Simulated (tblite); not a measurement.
C5H9N2S (charge +1).
Bonds: C1–S2, S2–C3, C3–C4, C4–C5 (aromatic), C5–N6 (aromatic), N6–C7 (aromatic), C7–N8 (aromatic), C4–N8 (aromatic). Hydrogens: H9, H10, H11 on C1; H12, H13 on C3; H14 on C5; H15 on N6; H16 on C7; H17 on N8.

Computed geometry: GFN2-xTB, gas phase.

(1) What internal coordinates does the optimisation give?

## Answers

(1) 
```json
{"bond": "C1–S2", "length (Å)": "1.808", "order": "single"}
{"bond": "S2–C3", "length (Å)": "1.851", "order": "single"}
{"bond": "C3–C4", "length (Å)": "1.474", "order": "single"}
{"bond": "C4–C5", "length (Å)": "1.370", "order": "aromatic"}
{"bond": "C5–N6", "length (Å)": "1.365", "order": "aromatic"}
{"bond": "N6–C7", "length (Å)": "1.326", "order": "aromatic"}
{"bond": "C7–N8", "length (Å)": "1.328", "order": "aromatic"}
{"bond": "C4–N8", "length (Å)": "1.371", "order": "aromatic"}
{"bond": "C1–H9, C1–H10, C1–H11", "length (Å)": "1.086", "order": "single"}
{"bond": "C3–H12, C3–H13", "length (Å)": "1.088", "order": "single"}
{"bond": "C5–H14", "length (Å)": "1.071", "order": "single"}
{"bond": "N6–H15", "length (Å)": "1.012", "order": "single"}
{"bond": "C7–H16", "length (Å)": "1.073", "order": "single"}
{"bond": "N8–H17", "length (Å)": "1.012", "order": "single"}
```

Bonds in one row agree within 0.01 Å and their mean is given. Orders are formal, as drawn. A selection of angles:
```json
{"angle": "S2–C1–H9", "degrees": "110.3"}
{"angle": "S2–C1–H10", "degrees": "106.0"}
{"angle": "H9–C1–H10", "degrees": "109.8"}
{"angle": "H9–C1–H11", "degrees": "111.3"}
{"angle": "C1–S2–C3", "degrees": "100.0"}
{"angle": "S2–C3–C4", "degrees": "108.6"}
{"angle": "S2–C3–H12", "degrees": "105.6"}
{"angle": "S2–C3–H13", "degrees": "109.0"}
{"angle": "C4–C3–H12", "degrees": "111.6"}
{"angle": "H12–C3–H13", "degrees": "109.9"}
{"angle": "C3–C4–C5", "degrees": "132.0"}
{"angle": "C3–C4–N8", "degrees": "122.0"}
{"angle": "C5–C4–N8", "degrees": "105.8"}
{"angle": "C4–C5–N6", "degrees": "107.3"}
{"angle": "C4–C5–H14", "degrees": "130.0"}
{"angle": "N6–C5–H14", "degrees": "122.7"}
{"angle": "C5–N6–C7", "degrees": "109.2"}
{"angle": "C5–N6–H15", "degrees": "125.0"}
{"angle": "C7–N6–H15", "degrees": "125.8"}
{"angle": "N6–C7–N8", "degrees": "108.1"}
{"angle": "N6–C7–H16", "degrees": "126.0"}
{"angle": "N8–C7–H16", "degrees": "126.0"}
{"angle": "C7–N8–H17", "degrees": "126.3"}
{"angle": "C4–N8–C7", "degrees": "109.7"}
{"angle": "C4–N8–H17", "degrees": "124.0"}
```

Dihedral angles: C1–S2–C3–C4 86° (synclinal); S2–C3–C4–C5 -106° (anticlinal). The mirror-image conformer, all signs reversed, is as good.

C5 (aromatic CH next to a ring nitrogen) is planar (angles 130.0°, 122.7° and 107.3°, sum 360.0°, 0.00 Å off the plane of its three neighbours). The 2 C–S bonds span 1.808 Å (C1–S2, drawn single) to 1.851 Å (S2–C3, drawn single), a spread of 0.043 Å. C7 (aromatic CH next to a ring nitrogen) is planar (angles 126.0°, 126.0° and 108.1°, sum 360.0°, 0.00 Å off the plane of its three neighbours). The 4 C–N bonds span 1.326 Å (N6–C7, aromatic) to 1.371 Å (C4–N8, aromatic), a spread of 0.045 Å. C4 (substituted aromatic carbon) is planar (angles 132.0°, 122.0° and 105.8°, sum 359.8°, 0.03 Å off the plane of its three neighbours). N8 (ring nitrogen) is planar (angles 126.3°, 124.0° and 109.7°, sum 360.0°, 0.01 Å off the plane of its three neighbours). The C–C distances run from 1.370 Å (C4–C5, aromatic) to 1.474 Å (C3–C4, drawn single), a spread of 0.104 Å.

Point group: C1 (no symmetry element, even within 0.4 Å). Its GFN2-xTB frequencies are all real (lowest 32 cm⁻¹). 3 starts were optimised and ended at 0.00, 0.01 and 0.62 kcal/mol (GFN2-xTB); the lowest of these is shown.
